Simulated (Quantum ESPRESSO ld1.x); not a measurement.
Results of a calculation; reference values are marked as such.
Task: The table gives one normalised radial function P(r) = r R(r) of Br15+ in [Ar] 3d2 (r in bohr). Code: ld1.x of Quantum ESPRESSO 7.5. Model: non-relativistic Kohn-Sham, LDA (Slater exchange, Perdew-Zunger correlation), spin-polarised, spherical densities, point nucleus; open shells are filled with parallel spins first.

r	P
0.001434	0.0024
0.001794	0.0037
0.002244	0.0058
0.002808	0.0089
0.003513	0.0138
0.004395	0.0213
0.005498	0.0326
0.006879	0.0499
0.008606	0.0757
0.01077	0.1142
0.01347	0.1706
0.01685	0.2520
0.02108	0.3669
0.02637	0.5248
0.033	0.7346
0.04128	1.0010
0.05123	1.3074
0.0641	1.6574
0.08019	1.9996
0.1003	2.2707
0.1255	2.3947
0.157	2.3074
0.1965	1.9914
0.2458	1.5022
0.3075	0.9614
0.3847	0.5033
0.4813	0.2059
0.6021	0.0623
0.7533	0.0129
0.9424	0.0017
1.179	0.0001
1.475	0.0000

Which n and l does it have? It may be an empty orbital.

Result: n = 2, l = 1: the number of nodes gives n - l - 1 = 0, the rise at small r (about r^(l+1)) gives l, and the extent must fit the shell. The curve is that of 2p down; the table hardly tells the two spins apart. 2p down: eigenvalue -2019.4 eV, 0 radial nodes, <r> = 0.166 bohr, 90 % of the charge inside 0.271 bohr.
